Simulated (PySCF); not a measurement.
Sn(H)(SH) (H₂SSn), SMILES [SH][SnH] (connectivity only; charge and spin as stated), neutral, multiplicity 1.

Geometry optimised at B3LYP-D3(BJ)/def2-TZVP. The def2 effective core potentials stand for the cores of Sn; spin–orbit coupling is left out.

Method: HF/def2-TZVPD (PySCF).

The molecule is in vacuum.

Q: Estimate the frontier levels, gap, dipole moment and polarisability. (The exact figures need the calculation; the answer reports its results.)

A: 
```json
{
 "highest_occupied_level": "-9.00 eV",
 "lowest_empty_level": "-0.07 eV",
 "orbital_gap": "8.93 eV",
 "dipole_moment": "2.13 D",
 "quadrupole, principal values (traceless, Buckingham form, about the centre of nuclear charge)": "-6.62, 2.30, 4.33 D·Å",
 "mean_static_polarisability": "69.2 bohr³ (10.25 Å³)",
 "polarisability_principal_values": "55.4, 64.6, 87.6 bohr³"
}
```
